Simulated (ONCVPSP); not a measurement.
# Before and after: ONCV potential for Te (Z = 52)

- Element: tellurium (Te)
- Generator: ONCVPSP 4.0.1
- Type: optimised norm-conserving Vanderbilt (ONCV)
- Functional: PBE
- Relativity: scalar-relativistic
- Frozen core: [Ar] 3d10
- Valence charge: 24
- Reference configuration: 4s2 4p6 4d10 5s2 5p4
- Partial waves: 4s+5s: rc 1.25 bohr, ncon 5, nbas 10, qcut 9.9 1/bohr, 2 projectors; 4p+5p: rc 1.30 bohr, ncon 5, nbas 8, qcut 13.2 1/bohr, 2 projectors; 4d: rc 1.20 bohr, ncon 3, nbas 6, qcut 12.7 1/bohr, 2 projectors, debl 2.8 Ha
- Local potential: polynomial inside 0.80 bohr (lpopt 5, dvloc0 0 Ha)
- Core correction: Teter function fitted to the true core (icmod 2), fcfact 0.5

All-electron outer shells of the reference configuration (PBE, scalar-relativistic, ld1.x):

```csv
shell,level (eV),outermost node (bohr),outermost maximum (bohr)
3p,-803.91,0.13,0.29
3d,-560.05,–,0.24
4s,-164.39,0.38,0.70
4p,-114.41,0.38,0.74
4d,-41.65,0.36,0.81
5s,-15.11,0.91,1.80
5p,-5.95,1.00,2.17
```

Change: p: qcut 14.5.

Cutoffs: the cutoffs (Ha) at which the residual kinetic energy of the hardest occupied pseudo-wave falls to 1 and 0.1 mHa per electron; they do not see the model core or the augmentation charge, which bear on the density cutoff. Errors are all-electron minus pseudo energies relative to the spin-unpolarised reference configuration.

Q: What does the change do?

A: The potential gets harder (59 Ha and 69 Ha → 67 Ha and 78 Ha); the errors of the 4 common tests hardly move; neither file shows a bound ghost. The waves are optimised to have the least kinetic energy above qcut, so the cutoff follows it (qcut²/2 in Ha).

| quantity | base | changed |
| --- | --- | --- |
| cutoff, loose | 59 Ha | 67 Ha |
| cutoff, tight | 69 Ha | 78 Ha |
| loose cutoff by channel | s 41 Ha, p 59 Ha, d 52 Ha | s 41 Ha, p 67 Ha, d 52 Ha |
| bound ghosts | none | none |
| GHOST(+) flags under 300 eV | s at 178.5 eV | s at 178.5 eV |
| error for 4s2 4p6 4d10 5s2 5p3, meV [ΔE 9.73 eV] | -4.8 | -4.8 |
| error for 4s2 4p6 4d10 5s2 5p2, meV [ΔE 27.65 eV] | -8.7 | -8.6 |
| error for 4s2 4p6 4d10 5s2 5p1, meV [ΔE 54.55 eV] | -15 | -15 |
| error for 4s2 4p6 4d10 5s0 5p6, meV [ΔE 18.70 eV] | -6.5 | -7.0 |
| s: phases at 1.27 bohr within 0.05 rad from the reference energy up to (Ha; the scan ends near 5) | to the end of the scan | to the end of the scan |
| p: phases at 1.32 bohr within 0.05 rad from the reference energy up to (Ha; the scan ends near 5) | to the end of the scan | to the end of the scan |
| d: phases at 1.22 bohr within 0.05 rad from the reference energy up to (Ha; the scan ends near 5) | to the end of the scan | to the end of the scan |
| rms error of d²Exc/dni dnj with the model core, mHa | 0.74 | 0.78 |
